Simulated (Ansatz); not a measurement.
Computed with Ansatz on PBE0-D4/def2-TZVP structures; ΔE is electronic, products minus reactants. CCSD(T)/CBS is the MP2 limit (def2-TZVPP, def2-QZVPP) plus CCSD(T) − MP2 in def2-TZVPP, frozen cores. def2 core potentials past Kr. For Ga, Te outer-core shells are correlated without core-valence functions, which leaves a few kJ/mol of doubt a bond. Scalar relativity is left out up to krypton. Each species was taken in one conformer, which may not be the lowest.

Consider the formal exchange of groups at a B–Te bond: `CB[TeH]` + `[CH3][GaH2]` → `C[BH][GaH][CH3]` + H₂Te.

```csv
species,CCSD(T)/CBS(def2) energy (Eh)
`CB[TeH]`,-333.59211
`[CH3][GaH2]`,-1964.98082
`C[BH][GaH][CH3]`,-2029.62623
H₂Te,-268.91024
```

Problem. Work out ΔE.

Solution. ΔE = (-2029.62623) + (-268.91024) − (-333.59211) − (-1964.98082) = 0.03646 Eh = +95.7 kJ/mol.

Largest T1 diagnostic among the species: 0.013.
